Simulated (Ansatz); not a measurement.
Reaction (substitution at a C–C bond): `Cc1ccc(N(C)C)cc1` + `CNC` → `CN(C)c1ccc(N(C)C)cc1` + CH₄

Program: Ansatz. Geometries: PBE0-D4/def2-TZVP. ΔE: electronic, gas phase. CCSD(T)/CBS is the MP2 limit (def2-TZVPP, def2-QZVPP) plus CCSD(T) − MP2 in def2-TZVPP, frozen cores. This one scheme is used for every species. DFT in def2-TZVPP. B3LYP here is the variant with VWN-RPA as its local correlation; programs differ in this. HSE06 is defined as in plane-wave codes. Each species was taken in one conformer, which may not be the lowest.

```json
{"level": "PBE-D4", "ΔE (kJ/mol)": "-6.6", "difference from CCSD(T)/CBS": "-8.4"}
{"level": "PBE0-D4", "ΔE (kJ/mol)": "-2.6", "difference from CCSD(T)/CBS": "-4.4"}
{"level": "B3LYP-D4", "ΔE (kJ/mol)": "-3.8", "difference from CCSD(T)/CBS": "-5.6"}
{"level": "HSE06-D4", "ΔE (kJ/mol)": "-2.3", "difference from CCSD(T)/CBS": "-4.1"}
{"level": "ωB97X-V", "ΔE (kJ/mol)": "1.4", "difference from CCSD(T)/CBS": "-0.4"}
{"level": "B2PLYP", "ΔE (kJ/mol)": "2.9", "difference from CCSD(T)/CBS": "1.1"}
{"level": "PBE-QIDH", "ΔE (kJ/mol)": "0.7", "difference from CCSD(T)/CBS": "-1.1"}
{"level": "PBE", "ΔE (kJ/mol)": "0.9", "difference from CCSD(T)/CBS": "-0.9"}
{"level": "r2SCAN0", "ΔE (kJ/mol)": "1.2", "difference from CCSD(T)/CBS": "-0.6"}
{"level": "LC-ωPBE", "ΔE (kJ/mol)": "6.0", "difference from CCSD(T)/CBS": "4.2"}
{"level": "HF/def2-SVP", "ΔE (kJ/mol)": "15.8", "difference from CCSD(T)/CBS": "14.0"}
{"level": "MP2/def2-SVP", "ΔE (kJ/mol)": "-10.5", "difference from CCSD(T)/CBS": "-12.3"}
{"level": "CCSD(T)/def2-SVP", "ΔE (kJ/mol)": "-5.7", "difference from CCSD(T)/CBS": "-7.5"}
{"level": "CCSD/def2-TZVPP", "ΔE (kJ/mol)": "5.3", "difference from CCSD(T)/CBS": "3.5"}
{"level": "MP2/def2-QZVPP", "ΔE (kJ/mol)": "-4.4", "difference from CCSD(T)/CBS": "-6.2"}
{"level": "CCSD/CBS(def2)", "ΔE (kJ/mol)": "7.0", "difference from CCSD(T)/CBS": "5.2"}
{"level": "CCSD(T)/CBS", "ΔE (kJ/mol)": "1.8", "difference from CCSD(T)/CBS": "0"}
```

Largest T1 diagnostic among the species: 0.011.

At CCSD(T), def2-SVP lies −7.5 kJ/mol from the extrapolated value and def2-TZVPP −1.8 kJ/mol. In def2-TZVPP, CCSD(T) changes the Hartree–Fock value by −23.4 kJ/mol (the triples alone add −5.2 kJ/mol) and MP2 by −28.9 kJ/mol. Leaving LDA and LC-ωPBE aside and taking each functional with its dispersion term where it has one, the values, not all of them listed here, spread over 11.7 kJ/mol, from revPBE-D4 to B2PLYP. LDA lies −19.6 kJ/mol from PBE without D4.
